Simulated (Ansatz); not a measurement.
Input file for `O[SiH](O)[SiH2]` radical:

```yaml
crystal:
  periodic: [false, false, false]
  atoms:
    - {symbol: O, position_ang: [0.149747, 1.692532, -0.612826]}
    - {symbol: Si, position_ang: [0.049433, 0.331010, 0.304684]}
    - {symbol: O, position_ang: [1.444963, -0.062600, 1.081775]}
    - {symbol: Si, position_ang: [-0.327719, -1.394523, -1.195998]}
    - {symbol: H, position_ang: [-0.044707, 2.532557, -0.194998]}
    - {symbol: H, position_ang: [-1.002399, 0.556925, 1.343658]}
    - {symbol: H, position_ang: [1.591408, 0.302497, 1.955380]}
    - {symbol: H, position_ang: [-0.358046, -2.754346, -0.593025]}
    - {symbol: H, position_ang: [-1.502670, -1.204043, -2.088651]}
basis:
  gaussian: {orbitals: def2-TZVPP}
magnetization: {spin_polarized: true, initial_magnetization: 1}
correlation: {method: ccsd_t}
scf: {omitted_lower_state_checks: [cluster_reference]}
```

```sh
$ ansatz run in.yaml --threads 2 --pin off --events-out ev --progress --plain --max-ram 32768MiB --backend cuda --devices 0, --max-vram 18GiB
```

The program prints (abridged):

```
Functional definition: HF
1277 factors; integrals over basis functions are off by at most 7.9e-4 eV
mean field evaluation 1: about -19877.4828 eV, gradient 3.4e1 eV
mean field evaluation 2: about -19877.4856 eV, gradient 3.4e1 eV
mean field evaluation 4: about -19882.0965 eV, gradient 2.7e0 eV
mean field evaluation 8: about -19882.2011 eV, gradient 1.4e-1 eV
mean field -19882.20172808 eV, -730.6574368666 hartree, gradient 1.5e-6 eV, S^2 0.760815; 0 other end points of the search recorded, 0 dependent functions left out
12 core orbitals not correlated: weight in the atoms' cores, before any rotation towards them, 1.000 or more for the frozen orbitals, at most 0.000 for the correlated occupied ones
reference -19882.20172808 eV, -730.6574368666 hartree; 13, 12 occupied and 191, 192 virtual orbitals, 1277 factors
second order -19.20497326 eV of doubles, -0.00000000 eV of singles
cycle   1  -19.59606980 eV  change   -3.9e-1 eV  update   9.9e-2
cycle   2  -20.09581354 eV  change   -5.0e-1 eV  update   3.1e-2
cycle   3  -20.21431311 eV  change   -1.2e-1 eV  update   1.7e-2
cycle   4  -20.20387650 eV  change    1.0e-2 eV  update   5.1e-3
cycle   5  -20.20311287 eV  change    7.6e-4 eV  update   2.5e-3
cycle   6  -20.20371058 eV  change   -6.0e-4 eV  update   1.0e-3
cycle   7  -20.20339333 eV  change    3.2e-4 eV  update   4.9e-4
cycle   8  -20.20355351 eV  change   -1.6e-4 eV  update   2.3e-4
cycle   9  -20.20363937 eV  change   -8.6e-5 eV  update   9.7e-5
cycle  10  -20.20357553 eV  change    6.4e-5 eV  update   4.7e-5
cycle  11  -20.20360655 eV  change   -3.1e-5 eV  update   2.4e-5
cycle  12  -20.20360378 eV  change    2.8e-6 eV  update   9.7e-6
perturbative correction -0.70909507 eV, -0.0260587632 hartree
Total energy: -19903.11442694 eV, -731.4259643744 hartree
Checks for a lower state left out: cluster_reference
```

Hardware: 2 threads of an AMD EPYC 7R13 on a shared host and a share of an NVIDIA H100 80 GB. Wall time 17 s, peak host memory 0.78 GiB.

MP2 recovers 91.8 % of the CCSD(T) correlation energy and the triples give 3.4 %; T1 = 0.0141.
